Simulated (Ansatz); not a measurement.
The inner images of a band of ClF2H3NOTa + ClH (11 atoms, charge 0, multiplicity 1) are given out of order.

The calculation used RKS PBE/def2-SVP in Ansatz.

Image 0:

```xyz
11
Properties=species:S:1:pos:R:3
Ta -0.082 -0.143 0.008
O 1.759 0.009 0.608
H 2.099 -0.259 1.483
Cl -0.710 -0.964 2.138
F 0.387 0.635 -1.652
N -1.255 1.406 0.307
H -1.759 1.608 1.176
H -1.325 2.180 -0.364
F -0.812 -1.664 -0.848
Cl 2.595 3.055 0.352
H 2.432 1.750 0.383
```

Image 8:

```xyz
11
Properties=species:S:1:pos:R:3
Ta 0.143 0.736 0.224
O 2.304 -0.156 0.334
H 2.416 -1.101 0.555
Cl -0.268 0.213 2.502
F 0.340 1.125 -1.623
N -1.664 1.492 0.095
H -2.339 1.560 0.863
H -2.045 1.882 -0.775
F -0.021 -1.117 -0.220
Cl 1.508 2.606 0.800
H 2.956 0.373 0.837
```

Q: Put them in order from the first end to the last, with their energies above the first end.
A.
```xyz
11
Properties=species:S:1:pos:R:3
Ta 0.092 0.455 0.095
O 2.259 -0.159 0.365
H 2.465 -0.764 1.104
Cl -0.223 -0.253 2.337
F 0.460 0.897 -1.708
N -1.532 1.525 0.142
H -1.989 1.809 1.015
H -1.785 2.148 -0.633
F -0.407 -1.280 -0.516
Cl 1.468 2.454 0.744
H 2.520 0.780 0.647
```
B.
```xyz
11
Properties=species:S:1:pos:R:3
Ta 0.003 -0.028 -0.005
O 1.920 -0.136 0.399
H 2.325 -0.634 1.134
Cl -0.424 -0.508 2.274
F 0.416 0.736 -1.687
N -1.325 1.426 0.177
H -1.739 1.752 1.056
H -1.483 2.107 -0.576
F -0.780 -1.593 -0.685
Cl 2.072 2.884 0.855
H 2.344 1.606 0.650
```
C.
```xyz
11
Properties=species:S:1:pos:R:3
Ta 0.102 0.299 0.058
O 2.158 -0.102 0.417
H 2.427 -0.755 1.095
Cl -0.299 -0.299 2.315
F 0.490 0.892 -1.692
N -1.451 1.481 0.144
H -1.882 1.800 1.017
H -1.663 2.123 -0.629
F -0.540 -1.355 -0.602
Cl 1.634 2.490 0.780
H 2.352 1.037 0.688
```
D.
```xyz
11
Properties=species:S:1:pos:R:3
Ta 0.103 0.578 0.132
O 2.291 -0.219 0.336
H 2.444 -0.876 1.044
Cl -0.200 -0.126 2.379
F 0.432 1.000 -1.686
N -1.601 1.537 0.122
H -2.159 1.729 0.962
H -1.927 2.095 -0.675
F -0.241 -1.207 -0.435
Cl 1.474 2.479 0.772
H 2.712 0.624 0.641
```
E.
```xyz
11
Properties=species:S:1:pos:R:3
Ta 0.096 0.157 0.027
O 2.031 -0.205 0.397
H 2.383 -0.811 1.076
Cl -0.326 -0.300 2.318
F 0.498 0.904 -1.665
N -1.406 1.449 0.155
H -1.846 1.776 1.021
H -1.626 2.089 -0.618
F -0.624 -1.437 -0.643
Cl 1.790 2.607 0.818
H 2.359 1.382 0.705
```
F.
```xyz
11
Properties=species:S:1:pos:R:3
Ta -0.068 -0.140 -0.009
O 1.815 -0.030 0.467
H 2.231 -0.421 1.258
Cl -0.579 -0.779 2.212
F 0.328 0.550 -1.728
N -1.230 1.429 0.230
H -1.661 1.717 1.113
H -1.329 2.149 -0.495
F -0.873 -1.692 -0.723
Cl 2.355 3.067 0.722
H 2.340 1.763 0.544
```
G.
```xyz
11
Properties=species:S:1:pos:R:3
Ta 0.128 0.671 0.171
O 2.299 -0.207 0.328
H 2.433 -1.017 0.858
Cl -0.228 0.048 2.435
F 0.371 1.102 -1.659
N -1.640 1.517 0.110
H -2.279 1.616 0.905
H -2.008 1.990 -0.724
F -0.110 -1.150 -0.341
Cl 1.517 2.535 0.782
H 2.845 0.506 0.728
```

A: F (+1.0 kJ/mol), B (+8.4 kJ/mol), E (+15.4 kJ/mol), C (-2.0 kJ/mol), A (-48.3 kJ/mol), D (-64.8 kJ/mol), G (-71.2 kJ/mol).

Time of the run: 4.5 min on 4 threads of Arm Neoverse V2, with other jobs on the host, peak memory 0.23 GiB.
